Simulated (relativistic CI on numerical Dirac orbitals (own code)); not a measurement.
**Ti²⁺: calculation against measurement**

Computed by Dirac-Coulomb-Breit CI, KLI orbitals optimised for each configuration, model QED (radiative potential, 1s self-energy scaled to tabulated hydrogen-like ionisation energies), valence Slater integrals scaled by 0.85, P86 correlation energy added to each configuration (own radial code, finite nucleus).

Configuration list (outside the closed core [Ne] 3s2): 3p6 3d2, 3p6 3d 4s, 3p6 3d 4p, 3p6 4s2, 3p6 3d 5s, 3p6 3d 4d, 3p6 3d 5p, 3p6 4s 4p, 3p6 3d 4f, 3p6 3d 5d, 3p6 3d 6s, 3p6 3d 6p, 3p6 3d 5f, 3p6 3d 5g, 3p5 3d3, 3p6 3d 6d, 3p6 4p2, 3p6 4s 4d. Levels of other configurations are missing.

```
Configuration  Term (tabulated)  J  Measured (cm⁻¹)  Computed  Error  Purity (%)
      3p6 3d2                3F  2              0.0         0      0         100
      3p6 3d2                3F  3            184.9       160    -25         100
      3p6 3d2                3F  4            420.4       364    -56         100
      3p6 3d2                1D  2           8473.5      9426    952          99
      3p6 3d2                3P  0          10538.4     11434    896         100
      3p6 3d2                3P  1          10603.6     11490    886         100
      3p6 3d2                3P  2          10721.2     11588    867          99
      3p6 3d2                1G  4          14397.6     14827    429         100
      3p6 3d2                1S  0          32475.5     34453   1977          98
    3p6 3d 4s                3D  2          38198.9     39946   1747         100
    3p6 3d 4s                3D  3          38426.0     40150   1724         100
    3p6 3d 4s                1D  2          41704.3     43582   1878          99
    3p6 3d 4p               1D°  2          75198.2     76290   1092          98
    3p6 3d 4p               3D°  1          77000.2     77824    824         100
    3p6 3d 4p               3D°  2          77167.4     77981    813          89
    3p6 3d 4p               3F°  2          77421.9     78231    809          88
    3p6 3d 4p               3D°  3          77424.4     78216    792          87
    3p6 3d 4p               3F°  3          77746.4     78525    778          87
    3p6 3d 4p               3F°  4          78158.6     78902    743         100
    3p6 3d 4p               3P°  1          80939.2     81625    686          99
    3p6 3d 4p               3P°  0          80944.9     81627    683         100
    3p6 3d 4p               3P°  2          81024.5     81703    678          99
    3p6 3d 4p               1F°  3          83116.9     84068    951         100
    3p6 3d 4p               1P°  1          83796.9     84421    625          97
      3p6 4s2                1S  0         102665.1    105687   3022          95
    3p6 3d 4d                1F  3         127790.6    127127   -664          97
    3p6 3d 4d                3D  1         128433.4    127694   -739          97
    3p6 3d 4d                3D  2         128546.4    127795   -751          99
    3p6 3d 4d                3D  3         128689.7    127929   -761          98
    3p6 3d 4d                3G  3         129093.3    128282   -811          99
    3p6 3d 4d                3G  4         129252.7    128430   -823         100
    3p6 3d 4d                1P  1         129253.4    128569   -684          96
    3p6 3d 4d                3G  5         129469.4    128631   -839         100
    3p6 3d 4d                3S  1         130739.8    129893   -846          99
    3p6 3d 4d                3F  2         133065.2    132723   -342          99
    3p6 3d 4d                3F  3         133207.1    132859   -348         100
    3p6 3d 4d                3F  4         133371.1    133015   -356         100
    3p6 3d 5s                3D  1         133898.5    133255   -643         100
    3p6 3d 5s                3D  2         133999.8    133357   -643          95
    3p6 3d 5s                3D  3         134275.1    133600   -675         100
    3p6 3d 4d                3P  0         135541.5    134811   -730          99
    3p6 3d 4d                3P  1         135601.5    134868   -734          99
    3p6 3d 4d                3P  2         135721.5    134997   -725          75
    3p6 3d 4d                1G  4         136339.7    135509   -831          99
    3p6 4s 4p               3P°  0         137258.9    138506   1248          99
    3p6 4s 4p               3P°  1         137487.8    138727   1239          99
    3p6 4s 4p               3P°  2         137961.2    139179   1218          99
    3p6 3d 4d                1S  0         140019.2    138662  -1357          94
    3p6 3d 5p               1D°  2         147212.8    146642   -571          91
    3p6 3d 5p               3D°  1         147562.1    146956   -606          99
    3p6 3d 5p               3D°  2         147749.9    147125   -625          92
    3p6 3d 5p               3F°  2         147931.5    147334   -597          94
    3p6 3d 5p               3F°  3         148111.1    147501   -611          99
    3p6 3d 5p               3F°  4         148410.2    147770   -640         100
    3p6 3d 5p               3P°  0         149019.8    148522   -497          99
    3p6 3d 5p               3P°  2         149268.0    148748   -520          99
    3p6 3d 5p               1P°  1         149403.5    149242   -162          88
    3p6 3d 5p               1F°  3         149655.8    149318   -338          99
    3p6 3d 4f               1G°  4         158285.3    159419   1134          85
    3p6 3d 4f               3F°  2         158536.6    159668   1132          93
    3p6 3d 4f               3F°  3         158557.8    159683   1125          70
    3p6 3d 4f               3G°  3         158740.9    159861   1120          67
```

Measured levels from Corliss and Sugar, J. Phys. Chem. Ref. Data 8, 1 (1979); pairs were made by configuration, J and term (by order where the table uses no LS term), so strongly mixed levels may be paired wrongly.

Mean error by configuration (cm⁻¹): 3p6 3d2 741; 3p6 3d 4s 1783; 3p6 3d 4p 790; 3p6 4s2 3022; 3p6 3d 4d -726; 3p6 3d 5s -654; 3p6 4s 4p 1235; 3p6 3d 5p -517; 3p6 3d 4f 1128. Over the excited levels the mean absolute error is 846 cm⁻¹ (61 of the 64 excited levels that our extract of the source holds in range could be paired, and the others can miss by more), and the median relative error of those above 1,000 cm⁻¹ is 0.71 %.
